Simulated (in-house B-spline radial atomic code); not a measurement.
RPA and G0W0 on LDA VWN5: the germanium ion Ge⁴⁺

Configuration [Ar] 3d10, mean-field start LDA VWN5. Computed with an all-electron radial atomic-structure program (B-spline basis): all electrons, scalar-relativistic (spin-free one-electron X2C), finite nucleus, each spin shell either full or empty, empty states to l = 9 with an (l + 1/2)⁻⁴ tail; G0W0 by contour deformation at full frequency.

Command:
```bash
python run_gw.py task.json out
```
Settings (radii: box in bohr, nucleus in fm):
```
Z                        32
electrons                28
configuration            [Ar] 3d10
hamiltonian              x2c
method                   lda,vwn
lmax                     9
rms_radius               4.0742
spin_polarised           False
box_radius               11.96
intervals                68
```

Run time, properties included: 2.8 s on 1 thread of Arm Neoverse N1, with other jobs on the host.

Energies (hartree):

| term | value |
| --- | --- |
| mean-field total | -2091.63418 |
| Hartree-Fock functional on these orbitals | -2093.42497 |
| direct second order | -2.5243 |
| second-order exchange | 0.72788 |
| SOSEX correction | 0.66465 |

Question: What is the RPA correlation energy, and what remains with SOSEX?

Answer: RPA gives -2.1535 hartree (-2.09 eV per electron); RPA + SOSEX gives -1.4889, and the second-order doubles -1.7964 hartree (no singles). SOSEX takes back 31 % of the RPA value.

Quasi-particle levels (eV):

| level | occupied | mean field | Σx - vxc | Σc | QP weight | G0W0 |
| --- | --- | --- | --- | --- | --- | --- |
| 3d | yes | -78.39 | -15.25 | ? | ? | ? |
| 4s | no | -52.32 | 7.97 | -1.53 | 0.986 | -45.88 |

G0W0 = mean field + (Σx - vxc) + Σc, with Σc (partial-wave tail included) taken at the quasi-particle energy. Only the outer levels were computed. Levels of low weight are left out.

Question: Where does G0W0 put 3d?

Answer: At -91.00 eV, with Σc = 2.63 eV and a quasi-particle weight of 0.936. The tabulated removal energy is 90.5 ± 0.019 eV (NIST, measured); the calculation leaves out spin-orbit coupling, Breit and QED terms, and what these don't explain is the method's own error.
